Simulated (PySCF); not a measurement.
C2H4ClNSi, SMILES C(C[SiH2]Cl)#N.

The structure is a stationary point at r2SCAN-D4/def2-SVP. This is a generated structure with no PubChem entry under its InChIKey; it may be hypothetical. The values are those of a single conformer.

Two levels are set side by side: PBE/def2-TZVP (PySCF) and CAM-B3LYP/def2-TZVP (PySCF). Same geometry, gas phase. Differences are taken from unrounded values.

```tsv
quantity	CAM-B3LYP	PBE	PBE minus CAM-B3LYP
orbital gap (eV)	11.09	6.50	-4.60
highest occupied level (eV)	-10.32	-7.65	2.67
lowest empty level (eV)	0.78	-1.15	-1.93
dipole moment (D)	4.43	4.23	-0.21
mean polarisability (bohr³)	62.0	64.8	2.7
```

PBE's occupied levels lie high since its potential decays too fast outside the molecule; exact exchange lowers them and widens the gap. Loosely held outer electrons make PBE densities more polarisable. Differences between two approximate levels are no errors against the true value.

Rough cost on one machine, each run with all the roots and properties that it gave: CAM-B3LYP against PBE within a factor of 2.
